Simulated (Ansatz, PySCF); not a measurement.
Species: GeI2, charge 0, multiplicity 1. SMILES: [I][Ge][I]
Coordinates optimised at B3LYP-D3(BJ)/def2-TZVP (Ansatz, a quantum-chemistry and plane-wave program):
```
Ge
I 1 2.5828
I 1 2.5828 2 102.59
```
Charge 0, spin multiplicity 1.

Quantity: atomisation energy (electronic, to ground-state atoms), in kJ/mol. Valence correlation only, unless marked. Open shells are spin-unrestricted. No spin-orbit coupling. The frozen core is the preceding noble-gas configuration, with the filled d and f shells of earlier blocks. Past Kr the def2 sets carry scalar-relativistic core potentials. STO-3G rows are all-electron and non-relativistic. The coupled-cluster limit lacks core correlation, which all-electron functionals hold. CBS marks a two-point X^-3 extrapolation of the correlation energy; Hartree-Fock from the larger set. The bracket is a focal-point correction in the basis named.

| level | program | atomisation energy (kJ/mol) | minus last row |
|---|---|---|---|
| HF/STO-3G | Ansatz | 568.3 | -26.5 |
| HF/def2-TZVPP | Ansatz | 354.1 | -240.7 |
| HF-D4/def2-TZVPD | PySCF + dftd4 | 393.0 | -201.8 |
| BLYP/def2-TZVPD | Ansatz | 593.8 | -1.0 |
| B97M-V/def2-TZVPD | Ansatz | 600.6 | 5.8 |
| r2SCANh-D4/def2-TZVPD | Ansatz + dftd4 | 607.1 | 12.3 |
| r2SCAN0-D4/def2-TZVPD | Ansatz + dftd4 | 591.3 | -3.5 |
| B2GP-PLYP/def2-TZVPD | Ansatz | 576.8 | -18.0 |
| MP2/def2-SVPD | Ansatz | 540.8 | -54.0 |
| SCS-MP2/STO-3G | Ansatz | 650.7 | 55.9 |
| SCS-MP2/def2-TZVPP | Ansatz | 554.1 | -40.7 |
| CCSD(T)/def2-TZVPP | Ansatz | 555.4 | -39.4 |
| RI-MP2/CBS(def2-TZVPP,def2-QZVPP)+[CCSD(T)-MP2]/def2-SVP | Ansatz | 599.9 | 5.1 |
| RI-MP2/CBS(def2-TZVPP,def2-QZVPP)+[CCSD(T)-MP2]/def2-TZVPP | Ansatz | 595.6 | 0.8 |
| RI-MP2/CBS(def2-TZVPPD,def2-QZVPPD)+[CCSD(T)-MP2]/def2-TZVPPD | Ansatz | 594.8 | 0.0 |
